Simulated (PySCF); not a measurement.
H4OSSeSi, SMILES S[Se]O[SiH3].

Geometry optimised at PBE0-D3(BJ)/def2-SVP. The structure was generated by enumeration, and PubChem lists no compound with its InChIKey, so it may never have been made. Other conformers were not sampled.

Level of theory: PBE/def2-TZVP (PySCF).

Gas-phase values at a fixed geometry.

- total energy = -3166.18758 hartree
- highest occupied level = -5.68 eV
- lowest empty level = -2.27 eV
- orbital gap = 3.41 eV
- dipole moment = 0.54 D
- quadrupole, principal values (traceless, Buckingham form, about the centre of nuclear charge) = -5.50, 0.17, 5.33 D·Å
- mean static polarisability = 77.0 bohr³ (11.41 Å³)
- polarisability, principal values = 59.2, 71.8, 100.0 bohr³
